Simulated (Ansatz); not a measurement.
Computed with frozen-core CCSD(T)/def2-TZVPP // PBE-D3(BJ)/def2-SVP (Ansatz, a quantum-chemistry and plane-wave program).

Ansatz 0.2 input:
```yaml
crystal:
  periodic: [false, false, false]
  atoms:
    - { symbol: Ta, position_ang: [0.004532, 0.039202, -0.030981] }
    - { symbol: O, position_ang: [-0.151277, -1.30939, 1.038537] }
    - { symbol: F, position_ang: [0.268274, 1.557154, 1.05829] }
    - { symbol: F, position_ang: [1.494355, -0.321049, -1.131344] }
    - { symbol: F, position_ang: [-1.604611, 0.131697, -1.011926] }
basis:
  gaussian: { orbitals: def2-TZVPP }
correlation:
  method: ccsd_t
```

Output:

```
Functional definition: HF
1196 factors; integrals over basis functions are off by at most 8.2e-4 eV
mean field evaluation 1: about -11690.7552 eV, gradient 7.7e1 eV
mean field evaluation 2: about -11690.9021 eV, gradient 7.8e1 eV
mean field evaluation 4: about -11701.1538 eV, gradient 1.2e1 eV
mean field evaluation 8: about -11701.4421 eV, gradient 9.1e-1 eV
mean field evaluation 16: about -11690.7564 eV, gradient 7.7e1 eV
mean field -11701.44384941 eV, -430.0201299425 hartree, gradient 7.0e-6 eV, S^2 0.000000; 0 other end points of the search recorded, 0 dependent functions left out
4 core orbitals not correlated
reference -11701.44384941 eV, -430.0201299425 hartree; 20, 20 occupied and 156, 156 virtual orbitals, 1196 factors
second order -38.14179612 eV of doubles, -0.00000000 eV of singles
cycle   1  -35.48552778 eV  change     2.7e0 eV  update   2.4e-1
cycle   2  -36.79322916 eV  change    -1.3e0 eV  update   1.4e-1
cycle   3  -37.05938078 eV  change   -2.7e-1 eV  update   3.8e-2
cycle   4  -37.08557864 eV  change   -2.6e-2 eV  update   1.6e-2
cycle   5  -37.05457791 eV  change    3.1e-2 eV  update   3.9e-3
cycle   6  -37.05256839 eV  change    2.0e-3 eV  update   1.5e-3
cycle   7  -37.05377086 eV  change   -1.2e-3 eV  update   6.2e-4
cycle   8  -37.05332205 eV  change    4.5e-4 eV  update   2.6e-4
cycle   9  -37.05335544 eV  change   -3.3e-5 eV  update   9.8e-5
cycle  10  -37.05350759 eV  change   -1.5e-4 eV  update   4.0e-5
cycle  11  -37.05341920 eV  change    8.8e-5 eV  update   1.8e-5
cycle  12  -37.05340629 eV  change    1.3e-5 eV  update   8.4e-6
perturbative correction -1.58797518 eV, -0.0583570114 hartree
Total energy: -11740.08523088 eV, -431.4401745193 hartree
```

Cost: around 70 core-seconds (rough).
